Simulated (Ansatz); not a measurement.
SnTe (SMILES [Sn][Te]): the vertical electron affinity, rung by rung

The species is SnTe (2 atoms), meant as a singlet with charge 0. As SMILES, `[Sn][Te]`. The coordinates come from a PBE0-D4/def2-TZVP relaxation.

```jsonl
{"atom": "Sn", "x (Å)": "0.0000", "y (Å)": "0.0000", "z (Å)": "0.0094"}
{"atom": "Te", "x (Å)": "0.0000", "y (Å)": "0.0000", "z (Å)": "2.5273"}
```

Quantity: the vertical electron affinity (to the doublet anion), in eV. The values are calculated.

The electron affinity is E(neutral) − E(anion): positive where the electron is bound.

```tsv
level	kind	program	value (eV)	less FCI/STO-3G	CPU time (all runs)
HF/STO-3G	Hartree–Fock	Ansatz	-3.53	+0.95	4.6 s
SVWN5/STO-3G	LDA	Ansatz	-3.21	+1.27	3.7 s
wB97X/STO-3G	range-separated hybrid	Ansatz	-2.81	+1.67	24 s
B2PLYP/STO-3G	double hybrid	Ansatz	-3.69	+0.79	8.3 s
MP2/STO-3G	perturbation theory	Ansatz	-4.39	+0.09	7 s
BCCD(T)/STO-3G	coupled cluster or CI	Ansatz	-4.47	+0.01	7.9 s
CCSD/STO-3G	coupled cluster or CI	Ansatz	-4.34	+0.14	7.2 s
CCSDT/STO-3G	coupled cluster or CI	Ansatz	-4.49	-0.01	9.4 s
FCI/STO-3G	exact in the basis	Ansatz	-4.48	0.00	8.3 s
```

FCI/STO-3G is exact within its basis and frozen core, so for wave-function methods in that basis the difference is their error; functionals converge differently with the basis, so for them it is only a difference. All-electron rows without a relativistic Hamiltonian named are non-relativistic. Spin-orbit coupling, which can split open shells on such heavy atoms by tenths of an eV, is left out. The values span -4.49 to -2.81 eV. All rows use very small basis sets, so even the best lies far from the true value. In the correlated wave-function rows the outer d shell of Sn, Te is correlated, in sets not made for it. Negative values mean that the anion is unbound at that level; they are set by how diffuse the basis is and aren't properties of the molecule. CPU times are rough (shared hosts, several kinds of processor): they show what a rung costs within a factor of a few.
